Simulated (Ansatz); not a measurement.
This geometry of ClH3Sn + H2S (8 atoms, charge 0, multiplicity 1) is a first-order saddle point.

Level of theory: RKS PBE-D4/def2-SVP (Ansatz).

```xyz
8
Properties=species:S:1:pos:R:3
Sn -0.260 0.058 -0.230
Cl -0.201 0.462 2.507
H 1.229 -0.749 0.106
H -0.218 1.746 -0.548
H -0.903 -0.784 -1.621
S -2.761 -0.216 0.854
H -2.598 -1.549 1.089
H -1.788 0.159 1.992
```

Question: Which two structures does it join? (They come from a converged band through this point; their orientation in space is the band's.)

Answer: Bonds broken: Sn1–Cl2, S6–H8. Bonds formed: Sn1–S6, Cl2–H8. ClH3Sn + H2S becomes ClH + H4SSn.

First end point:

```xyz
8
Properties=species:S:1:pos:R:3
Sn 0.284 0.051 -0.132
Cl 0.168 -0.208 2.250
H 1.981 -0.012 -0.457
H -0.388 1.588 -0.502
H -0.542 -1.290 -0.819
S -3.328 0.132 0.981
H -3.345 -1.227 0.911
H -2.330 0.093 1.915
```

Last end point:

```xyz
8
Properties=species:S:1:pos:R:3
Sn -0.450 -0.048 -0.540
Cl -0.412 0.705 3.178
H 0.699 -1.021 0.291
H -0.120 1.637 -0.476
H -0.681 -0.593 -2.165
S -2.630 -0.276 0.623
H -2.476 -1.614 0.831
H -1.431 0.338 2.405
```

Question: How far does it lie above each of them?

Answer: 17.9 kcal/mol above the first and 13.2 kcal/mol above the second. This is the barrier of this one path; another mechanism may lie lower. The orbitals stay closed-shell, which can raise the energy where a bond breaks towards radicals; this wasn't checked here.

The run took 3.7 min on 2 threads of Arm Neoverse V1, on a shared host, peak memory 0.13 GiB.
